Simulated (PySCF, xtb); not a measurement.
2,2-difluoro-1-silylethanone (C2H4F2OSi), SMILES O=C([SiH3])C(F)F.

xtb with GFN2-xTB at its own geometry gives an orbital gap of 2.51 eV and a dipole moment of 1.49 D.

Geometry: PBE-D3(BJ)/def2-SVP. One conformer was computed; it need not be the lowest.

What does HF/def2-TZVP run with PySCF give? (An estimate is asked for; the answer gives what the named calculation found.)

gap 13.42 eV (levels -11.40 and 2.02 eV), dipole 0.88 D.
